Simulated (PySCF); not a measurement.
Computed with PySCF 2.14.0 with PBE-D3(BJ)/def2-TZVP // B3LYP-D3(BJ)/def2-TZVP. Isolated molecules, 0 K electronic values unless said otherwise. 

Reference species (SMILES): `[CH3][Al]([CH3])[CH3]` (neutral, multiplicity 1).

```yaml
dipole_moment: 0.00 D
```

Changed species: `[CH3][Al]([CH3])[I]` (whole molecule; the reference has whole molecule).

### Question
Predict the effect on the dipole moment.

### Answer
the dipole moment increases by 2.11 D, to 2.11 D.
